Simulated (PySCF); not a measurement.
**Relaxation of singlet SeOI4**

Computed with PySCF, PBE0, basis Se def2-SVP, O def2-SVP, I def2-SVP with ECP28 (scalar-relativistic core potentials, no spin–orbit coupling, density fitting). A (50,194) grid was used.

A hand-made square pyramidal (ligand arrangement 2) start, of C4v symmetry, held to at least that symmetry:

```xyz
6
charge 0 multiplicity 1, angstrom
Se    0.0000    0.0000    0.3920
O     0.0000    0.0000    2.0320
I     2.4356    0.0000   -0.1257
I     0.0000    2.4356   -0.1257
I    -2.4356    0.0000   -0.1257
I     0.0000   -2.4356   -0.1257
```

(1) What forces act on the atoms at the start (eV/Å)?

(2) What does it relax to?

(3) How much energy is released, and in how many steps?

Answers

(1) 
```json
{"atom": "Se1", "Fx": "0.00", "Fy": "0.00", "Fz": "3.38"}
{"atom": "O2", "Fx": "0.00", "Fy": "0.00", "Fz": "-1.15"}
{"atom": "I3", "Fx": "2.44", "Fy": "0.00", "Fz": "-0.56"}
{"atom": "I4", "Fx": "0.00", "Fy": "2.44", "Fz": "-0.56"}
{"atom": "I5", "Fx": "-2.44", "Fy": "0.00", "Fz": "-0.56"}
{"atom": "I6", "Fx": "0.00", "Fy": "-2.44", "Fz": "-0.56"}
```

(2) It ends at C4v with Se–I 2.720 Å (×4), Se–O 1.600 Å; I–Se–I 86.6° (×4), I–Se–I 151.8° (×2), I–Se–O 104.1° (×4). A frequency run shows 1 imaginary mode, down to 23i cm⁻¹, so it is at most a very flat saddle point. Other isomers or separated fragments may lie lower.

(3) 96.8 kJ/mol in 7 steps.
